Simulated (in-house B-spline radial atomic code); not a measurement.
Configurations of the rhodium ion Rh³⁺, with energies counted from [Kr] (4d3/2)4 (4d5/2)2. Computed with a B-spline radial code for spherical atoms: Dirac-Hartree-Fock, average of each configuration as written, Fermi nucleus of rms radius 4.4945 fm. Energies include first-order Breit, QED and recoil terms.

Occupations are held fixed; configurations that lie above the ionisation limit could autoionise.

```
                                             configuration  E - E(ref) (eV)  highest orbital  its <r> (bohr)
                                             [Kr] (4d5/2)6           1.2461            4d5/2           1.365
                           [Kr] (4d3/2)2 (4d5/2)3 (6p1/2)1           31.777            6p1/2           5.426
                           [Kr] (4d3/2)1 (4d5/2)4 (8f5/2)1           43.177            8f5/2           21.16
[Ar] 3d10 4s2 (4p1/2)2 (4p3/2)3 (4d3/2)4 (4d5/2)2 (7d3/2)1           87.223            7d3/2           10.67
[Ar] 3d10 4s2 (4p1/2)2 (4p3/2)3 (4d3/2)2 (4d5/2)4 (6f7/2)1           90.918            6f7/2           10.77
```

(1) Order these further configurations by energy, lowest first.
A. [Kr] (4d5/2)5 (7p3/2)1
B. [Ar] 3d10 4s2 (4p1/2)1 (4p3/2)4 (4d3/2)3 (4d5/2)3 (6g7/2)1
C. [Ar] 3d10 4s2 (4p1/2)2 (4p3/2)3 (4d3/2)3 (4d5/2)3 (7g9/2)1
D. [Ar] (3d3/2)3 (3d5/2)6 4s2 4p6 (4d3/2)4 (4d5/2)2 (7p3/2)1
E. [Kr] (4d3/2)3 (4d5/2)3

Results:

(1) E (0.78123 eV), A (37.637 eV), C (91.658 eV), B (95.532 eV), D (352.69 eV).
